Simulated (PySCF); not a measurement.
**Correlation energy of S²⁺ (sulfur, charge +2)**

[Ne] 3s2 3p2, high-spin 3P determinant. Computed with PySCF 2.14 in pcseg-2 (5s4p2d1f, 34 functions), with no relativity, point nucleus. Frozen: [Ne]; 4 electrons correlated.

MP2 pair energies summed by pair of shells (mhartree):

| pair | energy | share (%) |
| --- | --- | --- |
| 3s-3p | -40.66 | 62.9 |
| 3s-3s | -17.13 | 26.5 |
| 3p-3p | -6.86 | 10.6 |

Total MP2 correlation energy: -64.65 mhartree.

Same-spin part -10.64 and opposite-spin part -54.00 mhartree; SCS-MP2 scales them by 1/3 and 6/5 to -68.35 mhartree.

| level | correlation energy (mhartree) |
| --- | --- |
| CCSD | -86.44 |
| (T) | -2.00 |
| CCSD(T) | -88.44 |

Diagnostics: T1 = 0.0080, D1 = 0.0206, largest double amplitude 0.105.

Cost of the coupled-cluster step: 0.3 s of wall time on 1 thread of Neoverse-V1 (shared host), for 4 correlated electrons.

Iterations:

```
CC2 = 0
CCSD nocc = (np.int64(3), np.int64(1)), nmo = (29, 29)
frozen orbitals [[0, 1, 2, 3, 4], [0, 1, 2, 3, 4]]
max_cycle = 100
direct = 0
conv_tol = 1e-08
conv_tol_normt = 1e-06
diis_space = 8
diis_start_cycle = 0
Init t2, MP2 energy = -0.0646475683546001
Init E_corr(UCCSD) = -0.0646475683550735
cycle = 1  E_corr(UCCSD) = -0.0796701505311352  dE = -0.0150225822  norm(t1,t2) = 0.0472314
cycle = 2  E_corr(UCCSD) = -0.0839140733679813  dE = -0.00424392284  norm(t1,t2) = 0.0179914
cycle = 3  E_corr(UCCSD) = -0.0864473546987449  dE = -0.00253328133  norm(t1,t2) = 0.00810876
cycle = 4  E_corr(UCCSD) = -0.0864316512811538  dE = 1.57034176e-05  norm(t1,t2) = 0.00135895
cycle = 5  E_corr(UCCSD) = -0.0864453631899806  dE = -1.37119088e-05  norm(t1,t2) = 0.000188789
cycle = 6  E_corr(UCCSD) = -0.0864414110699766  dE = 3.95212e-06  norm(t1,t2) = 3.58103e-05
cycle = 7  E_corr(UCCSD) = -0.086443082785229  dE = -1.67171525e-06  norm(t1,t2) = 4.91279e-06
cycle = 8  E_corr(UCCSD) = -0.0864426999529185  dE = 3.8283231e-07  norm(t1,t2) = 1.17029e-06
cycle = 9  E_corr(UCCSD) = -0.086442700503012  dE = -5.50093485e-10  norm(t1,t2) = 1.51848e-07
UCCSD converged
E(UCCSD) = -396.4138466748529  E_corr = -0.08644270050301202
UCCSD(T) correction = -0.00199655128052196
```
